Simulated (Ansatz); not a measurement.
Steps of a relaxation of C₃H₆FGa (`[F][Ga]1[CH2]C[CH2]1`) with RKS PBE-D4/def2-SVP.

```sh
$ ansatz run in.yaml --threads 4 --pin off --events-out ev --progress --plain --max-ram 10444MiB
```

```yaml
crystal:
  periodic: [false, false, false]
  atoms:
    - {symbol: F, position_ang: [1.583400, -2.097200, -0.791900]}
    - {symbol: Ga, position_ang: [0.622700, -1.717300, 0.631700]}
    - {symbol: C, position_ang: [0.117100, 0.666800, 1.303300]}
    - {symbol: C, position_ang: [-0.736200, 0.380100, 0.170700]}
    - {symbol: C, position_ang: [-0.044900, -0.007000, -1.107400]}
    - {symbol: H, position_ang: [0.778600, -0.206700, 1.540700]}
    - {symbol: H, position_ang: [0.821800, 1.538700, 1.078300]}
    - {symbol: H, position_ang: [-1.429700, -0.459300, 0.458500]}
    - {symbol: H, position_ang: [-1.438400, 1.279500, 0.024600]}
    - {symbol: H, position_ang: [0.559100, 0.864000, -1.420800]}
    - {symbol: H, position_ang: [-0.768300, -0.298400, -1.867100]}
basis:
  gaussian: {orbitals: def2-SVP}
hamiltonian: {xc: pbe, dispersion: d4}
relax: {f_tol: 0.03, max_steps: 200}
```

Positions (Å) and forces (eV/Å) along the path, 12 of 14 steps:

```xyz
11
step=1 energy=-58272.9667 eV
F     1.583   -2.097   -0.792    1.195   -0.578   -0.928
Ga    0.623   -1.717    0.632   -0.264   -1.357   -1.063
C     0.117    0.667    1.303    0.842    3.135   -0.220
C    -0.736    0.380    0.171   -1.408   -0.587    2.018
C    -0.045   -0.007   -1.107   -0.626    0.236   -0.699
H     0.779   -0.207    1.541   -0.179    0.352    2.113
H     0.822    1.539    1.078   -0.581   -0.513    0.258
H    -1.430   -0.459    0.459   -0.177    0.030   -0.124
H    -1.438    1.280    0.025    0.717   -0.201   -0.127
H     0.559    0.864   -1.421    0.841   -0.427   -0.450
H    -0.768   -0.298   -1.867   -0.361   -0.089   -0.778
11
step=2 energy=-58274.1028 eV
F     1.719   -2.151   -0.851    0.803   -0.448   -0.316
Ga    0.639   -1.759    0.508    0.109   -0.236   -1.270
C     0.124    0.756    1.319    0.782    0.032   -0.332
C    -0.760    0.371    0.221   -0.745    0.157    0.716
C    -0.120   -0.003   -1.121    0.055    0.144    0.186
H     0.691   -0.175    1.712   -0.771    0.926    1.233
H     0.845    1.571    1.064   -0.269   -0.086    0.050
H    -1.466   -0.455    0.503    0.009    0.244    0.119
H    -1.410    1.288    0.031    0.296   -0.060   -0.093
H     0.630    0.773   -1.446    0.042   -0.819   -0.004
H    -0.826   -0.273   -1.919   -0.313    0.146   -0.289
11
step=3 energy=-58274.9010 eV
F     1.875   -2.237   -0.906    0.386   -0.351    0.159
Ga    0.670   -1.747    0.337    0.396    0.414   -1.631
C     0.137    0.791    1.310    0.454   -1.581    0.294
C    -0.791    0.385    0.252   -0.398    0.613    0.063
C    -0.171   -0.023   -1.104    0.438   -0.346    0.444
H     0.597   -0.131    1.876   -0.889    1.453    0.318
H     0.856    1.586    1.051    0.094    0.130   -0.045
H    -1.501   -0.422    0.547   -0.057    0.225    0.260
H    -1.395    1.316    0.022    0.081    0.004   -0.018
H     0.665    0.667   -1.437   -0.296   -0.787    0.165
H    -0.877   -0.242   -1.928   -0.208    0.226   -0.008
11
step=4 energy=-58275.5490 eV
F     1.981   -2.310   -0.932   -0.081   -0.157    0.453
Ga    0.683   -1.657    0.165    0.864    0.462   -1.646
C     0.144    0.787    1.303    0.581   -2.023    0.687
C    -0.812    0.401    0.264   -0.526    0.900   -0.281
C    -0.185   -0.071   -1.072    0.225   -0.439    0.306
H     0.535   -0.091    1.971   -0.829    1.505   -0.069
H     0.862    1.580    1.051    0.200    0.112   -0.026
H    -1.527   -0.388    0.581   -0.142    0.149    0.279
H    -1.389    1.339    0.012    0.009   -0.052    0.023
H     0.673    0.582   -1.414   -0.246   -0.577    0.168
H    -0.900   -0.227   -1.910   -0.055    0.120    0.105
11
step=6 energy=-58276.6840 eV
F     2.133   -2.450   -0.947   -0.674    0.370    0.652
Ga    0.878   -1.434   -0.061    1.199    0.392   -0.542
C     0.215    0.659    1.252    1.080   -2.028    1.028
C    -0.861    0.443    0.254   -0.084   -0.164   -0.337
C    -0.252   -0.121   -1.065   -0.736   -0.054   -0.244
H     0.351    0.009    2.194   -0.687    1.441   -0.825
H     0.932    1.486    1.074    0.044   -0.305    0.137
H    -1.604   -0.298    0.629   -0.112    0.271   -0.014
H    -1.389    1.402    0.021    0.012    0.003    0.071
H     0.624    0.480   -1.415   -0.097    0.114    0.003
H    -0.961   -0.234   -1.917    0.054   -0.040    0.071
11
step=7 energy=-58277.2722 eV
F     2.143   -2.471   -0.905   -0.699    0.697    0.809
Ga    0.980   -1.275   -0.111    0.876    0.084   -0.307
C     0.299    0.526    1.200    0.913   -1.957    1.800
C    -0.858    0.428    0.240   -0.215    0.011   -0.397
C    -0.298   -0.130   -1.099   -0.521   -0.163    0.015
H     0.242    0.081    2.303   -0.228    1.287   -1.955
H     0.971    1.415    1.094   -0.129   -0.485    0.110
H    -1.636   -0.269    0.635    0.054    0.219   -0.114
H    -1.354    1.412    0.047    0.098   -0.002    0.199
H     0.578    0.473   -1.437   -0.166    0.444   -0.182
H    -1.003   -0.247   -1.945    0.017   -0.134    0.022
11
step=8 energy=-58277.6895 eV
F     2.197   -2.442   -0.746   -0.810    1.173    0.803
Ga    1.058   -1.105   -0.133    0.556   -1.302   -0.671
C     0.379    0.357    1.146   -0.127   -0.449    2.659
C    -0.849    0.427    0.225   -0.247    0.124   -0.443
C    -0.354   -0.125   -1.138    0.211   -0.030    0.083
H     0.155    0.095    2.309    0.531    0.591   -2.408
H     1.035    1.265    1.103   -0.182   -0.331    0.044
H    -1.670   -0.221    0.619    0.170    0.145   -0.090
H    -1.283    1.457    0.104    0.239   -0.194    0.246
H     0.476    0.532   -1.510   -0.403    0.445   -0.273
H    -1.077   -0.297   -1.957    0.061   -0.171    0.049
11
step=9 energy=-58277.8796 eV
F     2.286   -2.442   -0.633   -0.946    1.139    0.519
Ga    1.071   -1.116   -0.179    0.450   -0.894   -0.070
C     0.373    0.309    1.191    0.662    0.037   -2.948
C    -0.827    0.434    0.224    0.179   -0.231   -0.277
C    -0.366   -0.114   -1.158    0.406    0.440    0.145
H     0.113    0.127    2.174   -0.574   -0.761    2.817
H     1.059    1.171    1.173    0.159    0.228   -0.148
H    -1.670   -0.179    0.600   -0.053   -0.045    0.038
H    -1.199    1.475    0.152   -0.030    0.222   -0.006
H     0.356    0.627   -1.599   -0.324    0.058   -0.141
H    -1.130   -0.349   -1.923    0.071   -0.193    0.071
11
step=11 energy=-58278.1437 eV
F     2.333   -2.375   -0.441   -0.029   -0.006    0.012
Ga    1.112   -1.108   -0.210   -0.562    0.687    0.011
C     0.395    0.221    1.187    0.167    0.098   -0.238
C    -0.773    0.472    0.187   -0.266   -0.147    0.150
C    -0.358   -0.059   -1.216    0.306    0.196   -0.033
H     0.111   -0.056    2.222   -0.035   -0.123   -0.078
H     1.061    1.114    1.272    0.045   -0.231   -0.098
H    -1.681   -0.068    0.537    0.098   -0.085   -0.040
H    -1.076    1.543    0.158    0.127    0.038   -0.041
H     0.112    0.750   -1.837    0.021   -0.310    0.199
H    -1.171   -0.492   -1.838    0.130   -0.117    0.155
11
step=12 energy=-58278.1873 eV
F     2.260   -2.340   -0.411   -0.021    0.034   -0.024
Ga    1.079   -1.026   -0.222    0.191   -0.371    0.008
C     0.397    0.223    1.171    0.066    0.174    0.294
C    -0.790    0.476    0.191   -0.119    0.069    0.107
C    -0.350   -0.049   -1.209   -0.078    0.194   -0.350
H     0.136   -0.091    2.204    0.004    0.013   -0.127
H     1.092    1.090    1.246   -0.097   -0.023   -0.014
H    -1.679   -0.095    0.539    0.071    0.006   -0.050
H    -1.094    1.547    0.173    0.033   -0.035   -0.045
H     0.147    0.736   -1.830   -0.144   -0.081    0.123
H    -1.134   -0.529   -1.832    0.094    0.019    0.079
11
step=13 energy=-58278.1781 eV rejected
F     2.266   -2.359   -0.433   -0.041   -0.047    0.023
Ga    1.058   -1.078   -0.202    0.146    0.321   -0.120
C     0.406    0.236    1.177   -0.217   -0.115   -0.038
C    -0.786    0.481    0.198   -0.075   -0.167   -0.114
C    -0.346   -0.039   -1.207    0.038   -0.100    0.099
H     0.144   -0.089    2.201   -0.043    0.074    0.070
H     1.077    1.116    1.237    0.132   -0.021    0.032
H    -1.675   -0.098    0.524    0.003    0.013    0.111
H    -1.095    1.548    0.153    0.027    0.009    0.068
H     0.120    0.774   -1.797    0.131   -0.059   -0.161
H    -1.105   -0.548   -1.831   -0.102    0.093    0.030
11
step=14 energy=-58278.1963 eV
F     2.259   -2.359   -0.429   -0.023    0.019    0.004
Ga    1.084   -1.043   -0.215    0.030   -0.025   -0.004
C     0.398    0.232    1.179    0.017   -0.004    0.013
C    -0.784    0.477    0.192   -0.009   -0.016    0.004
C    -0.345   -0.041   -1.211    0.016    0.001   -0.019
H     0.124   -0.082    2.205    0.001   -0.009   -0.006
H     1.083    1.103    1.255    0.003    0.005   -0.006
H    -1.666   -0.104    0.531   -0.029    0.010    0.013
H    -1.089    1.546    0.165   -0.014    0.023    0.000
H     0.128    0.749   -1.832    0.003    0.012   -0.004
H    -1.127   -0.535   -1.820    0.004   -0.015    0.006
```

Run time 28 s (4 threads of an Arm Neoverse V1 on a shared host); peak host memory 0.18 GiB.
